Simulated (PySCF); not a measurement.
Input for PySCF: R-HF/3-21G on H5InSi (SMILES [SiH3][InH2]), a point of a torsion scan.

```python
from pyscf import gto, scf, dft, mp
from pyscf.data.elements import chemcore

mol = gto.M(
    atom='''
    Si   -1.18713492   -0.06896540   -0.01326743
    In    1.39674500    0.11773771   -0.00610048
    H    -1.75900854    0.57538549   -1.20968324
    H    -1.60317208   -1.48344833   -0.01426167
    H    -1.78123702    0.57591137    1.17211066
    H     2.37127814    1.52144086   -0.49290116
    H     2.55497458   -1.13619430    0.48679548
    ''',
    basis='3-21g',
    charge=0, spin=0, verbose=3, max_memory=1800)
mf = scf.RHF(mol)
mf.conv_tol = 1e-8
mf.max_cycle = 100
mf.kernel()
if not mf.converged:
    mf = mf.newton().run(mf.mo_coeff, mf.mo_occ)
```

It printed:

```
converged SCF energy = -6004.9841300325
```

The calculation finished and met its thresholds.

Cost: roughly 0.5 core-seconds.
